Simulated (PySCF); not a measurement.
GeH₇NOSi, SMILES N[SiH2][O][GeH3].

The structure is a stationary point at PBE0-D3(BJ)/def2-SVP. The structure was generated by enumeration, and PubChem lists no compound with its InChIKey, so it may never have been made. Other conformers were not sampled.

Calculation: TDA-PBE0/def2-SVPD run with PySCF.

Vertical excitations. Gas-phase values at a fixed geometry.

Computed lowest excited states:
```csv
state,energy (eV),λ (nm),f,main pairs
S1,6.80,182,0.094,"HOMO→LUMO+2 51 %, HOMO→LUMO 43 %"
S2,6.87,180,0.001,HOMO−1→LUMO 96 %
S3,7.17,173,0.065,"HOMO→LUMO 48 %, HOMO→LUMO+2 28 %, HOMO→LUMO+1 21 %"
S4,7.41,167,0.031,"HOMO→LUMO+1 67 %, HOMO→LUMO+2 14 %, HOMO−2→LUMO 12 %"
S5,7.43,167,0.007,HOMO−2→LUMO 83 %
S6,7.44,167,0.005,"HOMO−1→LUMO+1 69 %, HOMO−1→LUMO+2 27 %"
S7,7.60,163,0.063,"HOMO−1→LUMO+2 69 %, HOMO−1→LUMO+1 28 %"
S8,8.06,154,0.042,"HOMO−2→LUMO+1 74 %, HOMO→LUMO+3 21 %"
S9,8.07,154,0.056,"HOMO→LUMO+3 68 %, HOMO−2→LUMO+1 23 %"
S10,8.26,150,0.001,HOMO−3→LUMO 84 %
T1,6.38,194,0,"HOMO→LUMO 46 %, HOMO→LUMO+2 44 %"
T2,6.52,190,0,HOMO−1→LUMO 91 %
T3,6.73,184,0,"HOMO→LUMO 42 %, HOMO→LUMO+2 35 %, HOMO→LUMO+1 7 %"
T4,7.00,177,0,HOMO−2→LUMO 87 %
```
Triplets are in the Tamm–Dancoff approximation.
